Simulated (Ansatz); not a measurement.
# Ligand exchange: NaNH2 + GeH3(SH) → NaSH + GeH3(NH2)

Species: NaNH2 `[NH2][Na]`, singlet; GeH3(SH), singlet; NaSH `[Na][SH]`, singlet; GeH3(NH2), singlet. The partners trade NH2 for SH: Na–NH2 and Ge–SH bonds give way to Na–SH and Ge–NH2.

Shapes, held fixed at every level: PBE0-D4/def2-TZVP. Programs: Ansatz 0.2.0. The zero-point and thermal change to 298 K, harmonic and unscaled (PBE0-D4/def2-TZVP), is +4.2 kJ/mol.

Q: Estimate ΔH(298 K) of this reaction.

A: The highest level, CCSD(T)/def2-TZVPP, gives ΔH(298 K) = -96.3 kJ/mol; the levels span -98.8 to -93.1. The column of differences is taken from that level and isn't an error. No measured value is set beside it here. Relativity is left out for Ge unless named. Correlated rows may include outer-core shells of Ge, Na, which these sets cover unevenly. Times are processor times on shared x86 and Arm servers, and rough.

| level | kind | ΔH(298 K) (kJ/mol) | less CCSD(T)/def2-TZVPP | CPU time (sum over the molecules) |
| --- | --- | --- | --- | --- |
| r2SCAN-D4/def2-TZVPP | meta-GGA | -93.1 | +3.2 | 15 s |
| PBE0-D4/def2-TZVPP | global hybrid | -94.8 | +1.5 | 8.4 s |
| r2SCAN0-D4/def2-TZVPP | global hybrid | -98.8 | -2.5 | 16 s |
| wB97M-V/def2-TZVPP | range-separated hybrid | -94.7 | +1.6 | 34 s |
| wB97X-V/def2-TZVPP | range-separated hybrid | -96.3 | 0.0 | 23 s |
| B2PLYP/def2-TZVPP | double hybrid | -93.9 | +2.4 | 15 s |
| MP2/def2-TZVPP | perturbation theory | -93.9 | +2.4 | – |
| CCSD(T)/def2-TZVPP | coupled cluster or CI | -96.3 | 0.0 | 70 s |
